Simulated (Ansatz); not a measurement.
`[GeH2][SeH]`, charge 0, multiplicity 2.

Task: Give a relaxed structure at PBE0-D4/def2-TZVP (Ansatz). (An estimate is asked.)

Result: The calculation gave: 
Z-matrix (Å, degrees):
```
Ge
Se 1 2.351
H 1 1.550 2 109.3
H 1 1.547 2 104.7 3 -118.1
H 2 1.469 1 92.9 3 -46.6
```
